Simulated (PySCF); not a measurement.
Isomers of C6H11B, from PBE0-D3(BJ)/def2-SVP geometry optimisation, gas phase in PySCF. One conformer each, no zero-point energy, no frequencies.

Task: Which is lowest in electronic energy at this level?
A. `[CH2:1]=[C:2]=[CH:3][CH2:4][B:5]([CH3:6])[CH3:7]` with C2–C3–C4–B5 -116°, C3–C4–B5–C6 178°: A = 5494, B = 1154, C = 1053 MHz, dipole 0.72 D
B. `[CH2:1]=[CH:2]/[CH:3]=[CH:4]/[B:5]([CH3:6])[CH3:7]` with C1–C2–C3–C4 180°: A = 6489, B = 1081, C = 937.3 MHz, dipole 0.89 D
C. `[BH2:1][C@H:2]1[CH2:3][CH2:4][C:5]12[CH2:6][CH2:7]2` with H–B1–C2–C3 -10° and 176°: A = 4097, B = 2706, C = 2126 MHz, dipole 1.35 D

Result: B. That is `C=C/C=C/B(C)C`, 17.0 kcal/mol below the next.

```json
{"SMILES": "C=C/C=C/B(C)C", "mapped SMILES": "[CH2:1]=[CH:2]/[CH:3]=[CH:4]/[B:5]([CH3:6])[CH3:7]", "E (Eh)": "-259.58509", "relative (kcal/mol)": "0.0", "relative (kJ/mol)": "0.0", "dipole (D)": "0.89"}
{"SMILES": "C=C=CCB(C)C", "mapped SMILES": "[CH2:1]=[C:2]=[CH:3][CH2:4][B:5]([CH3:6])[CH3:7]", "E (Eh)": "-259.55798", "relative (kcal/mol)": "17.0", "relative (kJ/mol)": "71.2", "dipole (D)": "0.72"}
{"SMILES": "B[C@H]1CCC12CC2", "mapped SMILES": "[BH2:1][C@H:2]1[CH2:3][CH2:4][C:5]12[CH2:6][CH2:7]2", "E (Eh)": "-259.53313", "relative (kcal/mol)": "32.6", "relative (kJ/mol)": "136.4", "dipole (D)": "1.35"}
```

As drawn, the lowest has a C=C bond outside aromatic rings, which the highest lacks; the highest has a three-membered ring, a four-membered ring and a quaternary carbon, which the lowest lacks.
